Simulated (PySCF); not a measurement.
Si2PH7N2

Si2PH7N2 is a small molecule, neutral, singlet. The structure, one conformer, was relaxed in the gas phase by PBE0-D3(BJ)/def2-SVP. No frequency run checks that it is a minimum.

SMILES: P[SiH]1N[SiH2]N1

```tsv
atom	x (Å)	y (Å)	z (Å)
N1	1.032	0.880	0.241
Si2	0.027	0.890	1.671
N3	-0.717	-0.554	1.025
Si4	0.273	-0.548	-0.412
P5	-0.909	-0.199	-2.316
H6	1.855	1.401	-0.024
H7	0.762	0.726	2.966
H8	-0.884	2.067	1.833
H9	-1.567	-1.044	1.264
H10	1.179	-1.728	-0.591
H11	0.254	-0.334	-3.141
H12	-1.233	-1.588	-2.442
```

Shieldings: GIAO PBE0/pcSseg-2. Shifts are against computed references at the same level: H TMS (σ 31.24 ppm), Si TMS (σ 341.3 ppm). Core levels by delta-SCF with SCAN, pcX-2 on the ionised atom and pcseg-1 elsewhere, spin-free X2C (2p3/2 is the spin-free 2p value less a third of a first-order spin-orbit splitting); from the vacuum level, for chosen atoms.

Task: Give the NMR and core-level values of the distinct atoms.

Result: 
```json
{"atoms": "N1 N3", "bonded to": "2 Si + 1 H", "σ (ppm)": "233.9", "δ (ppm)": "-", "core level (eV)": "1s 403.90"}
{"atoms": "Si2", "bonded to": "2 N + 2 H", "σ (ppm)": "359.5", "δ (ppm)": "-18.2", "core level (eV)": "2p3/2 107.23"}
{"atoms": "Si4", "bonded to": "2 N + 1 P + 1 H", "σ (ppm)": "334.6", "δ (ppm)": "6.7", "core level (eV)": "2p3/2 107.08"}
{"atoms": "P5", "bonded to": "1 Si + 2 H", "σ (ppm)": "552.2", "δ (ppm)": "-", "core level (eV)": "2p3/2 136.01"}
{"atoms": "H6", "bonded to": "1 N", "σ (ppm)": "30.69", "δ (ppm)": "0.56", "core level (eV)": "-"}
{"atoms": "H7", "bonded to": "1 Si", "σ (ppm)": "25.39", "δ (ppm)": "5.85", "core level (eV)": "-"}
{"atoms": "H8", "bonded to": "1 Si", "σ (ppm)": "25.40", "δ (ppm)": "5.85", "core level (eV)": "-"}
{"atoms": "H9", "bonded to": "1 N", "σ (ppm)": "30.70", "δ (ppm)": "0.55", "core level (eV)": "-"}
{"atoms": "H10", "bonded to": "1 Si", "σ (ppm)": "24.45", "δ (ppm)": "6.80", "core level (eV)": "-"}
{"atoms": "H11", "bonded to": "1 P", "σ (ppm)": "29.52", "δ (ppm)": "1.72", "core level (eV)": "-"}
{"atoms": "H12", "bonded to": "1 P", "σ (ppm)": "29.52", "δ (ppm)": "1.72", "core level (eV)": "-"}
```

Values are those of this one static structure; atoms that internal rotation interchanges would show their mean in an NMR spectrum.

Task: By CAM-B3LYP/def2-SVPD (TDDFT singlets, Tamm-Dancoff triplets, ionisation by delta-SCF), where does absorption start, and what does vertical ionisation take?

Result: The first singlet with intensity lies at 5.94 eV (f 0.020); what lies below it is dark. The lowest singlet lies at 5.56 eV (f 0.000), the strongest of the first 6 at 5.94 eV (f 0.020), the lowest triplet at 5.28 eV; vertical ionisation takes 8.99 eV.
